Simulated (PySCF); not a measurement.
Arsenic: a sound run and one with changed settings

Sound run: As²⁺ [Ar] 3d10 4s2 4p1, As³⁺ [Ar] 3d10 4s2. Computed with PySCF 2.14 in x2c-SVPall (5s4p3d, 32 functions), with the spin-free X2C one-electron Hamiltonian (Gaussian nucleus). In the sound run the correlated levels freeze [Ar] 3d10. The sound run starts from symmetry-adapted Hartree-Fock orbitals and uses a fine grid where one is needed.

Changed run: initial guess sap, at most 50 SCF cycles, level shift 0.1 hartree.

```json
{"species": "As²⁺", "method": "UHF", "sound run (hartree)": "-2257.61457", "changed run (hartree)": "-2257.61457", "converged": "yes"}
{"species": "As²⁺", "method": "LDA", "sound run (hartree)": "-2255.81711", "changed run (hartree)": "-2255.81711", "converged": "yes"}
{"species": "As²⁺", "method": "BP86", "sound run (hartree)": "-2259.57359", "changed run (hartree)": "-2259.57359", "converged": "yes"}
{"species": "As²⁺", "method": "MP2", "sound run (hartree)": "-2257.64876", "changed run (hartree)": "-2257.64546", "converged": "yes"}
{"species": "As²⁺", "method": "CCSD(T)", "sound run (hartree)": "-2257.66464", "changed run (hartree)": "-2257.66464", "converged": "yes"}
{"species": "As³⁺", "method": "UHF", "sound run (hartree)": "-2256.60488", "changed run (hartree)": "-2256.60488", "converged": "yes"}
{"species": "As³⁺", "method": "LDA", "sound run (hartree)": "-2254.77671", "changed run (hartree)": "-2254.77671", "converged": "yes"}
{"species": "As³⁺", "method": "BP86", "sound run (hartree)": "-2258.53375", "changed run (hartree)": "-2258.53375", "converged": "yes"}
{"species": "As³⁺", "method": "MP2", "sound run (hartree)": "-2256.63307", "changed run (hartree)": "-2256.63023", "converged": "yes"}
{"species": "As³⁺", "method": "CCSD(T)", "sound run (hartree)": "-2256.64526", "changed run (hartree)": "-2256.64526", "converged": "yes"}
```

Ionisation energy of As²⁺:

| method | sound run (eV) | changed run (eV) |
| --- | --- | --- |
| UHF | 27.475 | 27.475 |
| LDA | 28.311 | 28.311 |
| BP86 | 28.296 | 28.296 |
| MP2 | 27.638 | 27.626 |
| SCS-MP2 | 27.621 | 27.610 |
| CCSD | 27.726 | 27.726 |
| CCSD(T) | 27.739 | 27.739 |

A level shift leaves the converged SCF energy unchanged but raises the virtual orbital energies, which shrinks MP2 if it is not removed.

For comparison, NIST gives 28.349 ± 0.012 eV between the lowest levels.
